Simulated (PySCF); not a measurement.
## Basis-set dependence of population analyses: `O=C(O)CC[SiH3]`

Compound: C3H8O2Si.
Structure used (PBE0-D3(BJ)/def2-SVP), in Å, numbered top down from 1:
```xyz
14
C3H8O2Si angstrom
O      1.066    0.851   -0.827
C      1.456   -0.013   -0.081
O      2.729   -0.413   -0.051
C      0.578   -0.773    0.872
C     -0.700   -0.028    1.231
Si    -1.753    0.615   -0.220
H      3.199    0.104   -0.724
H      0.344   -1.727    0.365
H      1.173   -1.049    1.757
H     -1.344   -0.693    1.829
H     -0.468    0.832    1.882
H     -1.469    2.028   -0.594
H     -1.626   -0.284   -1.408
H     -3.185    0.558    0.228
```

PBE0 throughout (PySCF), one geometry, spherical d and f functions. The structure is a single PBE0-D3(BJ)/def2-SVP conformer in the gas phase; no vibrational or solvent corrections. The first 7 of 10 kinds of atom are listed.

Mulliken charges (e):

| basis | functions | O1 | C2 | O3 | C4 | C5 | Si6 | H7 |
| --- | --- | --- | --- | --- | --- | --- | --- | --- |
| STO-3G | 42 | -0.253 | +0.234 | -0.255 | -0.168 | -0.296 | +0.548 | +0.234 |
| 6-31G | 74 | -0.406 | +0.512 | -0.554 | -0.375 | -0.644 | +0.573 | +0.400 |
| 6-31G* | 104 | -0.431 | +0.601 | -0.594 | -0.434 | -0.565 | +0.376 | +0.436 |
| def2-SVP | 128 | -0.249 | +0.178 | -0.192 | -0.073 | -0.307 | +0.371 | +0.192 |
| 6-311+G(2d,p) | 218 | -0.458 | +0.474 | -0.395 | -0.264 | -0.525 | +0.387 | +0.305 |
| def2-TZVP | 240 | -0.325 | +0.290 | -0.360 | -0.221 | -0.330 | +0.160 | +0.331 |

IAO charges (e):

```csv
basis,functions,O1,C2,O3,C4,C5,Si6,H7
STO-3G,42,-0.265,+0.268,-0.290,-0.299,-0.500,+0.637,+0.275
6-31G,74,-0.434,+0.479,-0.454,-0.305,-0.515,+0.451,+0.369
6-31G*,104,-0.459,+0.535,-0.469,-0.300,-0.526,+0.577,+0.370
def2-SVP,128,-0.455,+0.528,-0.464,-0.296,-0.524,+0.592,+0.370
"6-311+G(2d,p)",218,-0.469,+0.545,-0.486,-0.308,-0.543,+0.604,+0.382
def2-TZVP,240,-0.469,+0.548,-0.485,-0.308,-0.546,+0.613,+0.381
```

Hirshfeld charges (e):

| basis | functions | O1 | C2 | O3 | C4 | C5 | Si6 | H7 |
| --- | --- | --- | --- | --- | --- | --- | --- | --- |
| STO-3G | 42 | -0.214 | +0.160 | -0.131 | -0.020 | -0.090 | +0.350 | +0.148 |
| 6-31G | 74 | -0.248 | +0.218 | -0.178 | -0.051 | -0.139 | +0.259 | +0.187 |
| 6-31G* | 104 | -0.247 | +0.215 | -0.170 | -0.051 | -0.139 | +0.259 | +0.190 |
| def2-SVP | 128 | -0.239 | +0.222 | -0.164 | -0.070 | -0.149 | +0.287 | +0.188 |
| 6-311+G(2d,p) | 218 | -0.241 | +0.210 | -0.170 | -0.076 | -0.157 | +0.294 | +0.188 |
| def2-TZVP | 240 | -0.240 | +0.214 | -0.170 | -0.076 | -0.157 | +0.286 | +0.189 |

**Question.** Which scheme is steadiest as the basis changes?

**Answer.** Largest range over the bases for any column: Hirshfeld 0.09 e, IAO 0.28 e, Mulliken 0.42 e. Hirshfeld charges move least and Mulliken charges most, counted in e. Without the minimal STO-3G basis the ranges are Hirshfeld 0.04, IAO 0.16, Mulliken 0.42 e.

**Question.** How much do the charges still move between the two largest bases, 6-311+G(2d,p) and def2-TZVP?

**Answer.** At most, over all atoms: Mulliken 0.226 e, IAO 0.009 e, Hirshfeld 0.008 e.

**Question.** What do the same runs give for the total energy, the frontier levels and the dipole moment?

**Answer.** 
```csv
basis,energy (Eh),HOMO (eV),LUMO (eV),μ (D)
STO-3G,-551.8186,-4.40,3.74,1.19
6-31G,-558.5157,-8.08,0.07,2.16
6-31G*,-558.6365,-7.94,0.39,2.38
def2-SVP,-558.3781,-8.09,0.21,2.41
"6-311+G(2d,p)",-558.7589,-8.23,-0.17,2.38
def2-TZVP,-558.7819,-8.19,0.00,2.41
```

The dipole is fixed by the density alone, so its range of 1.22 D shows that the density itself changes with the basis, not only its division among atoms.
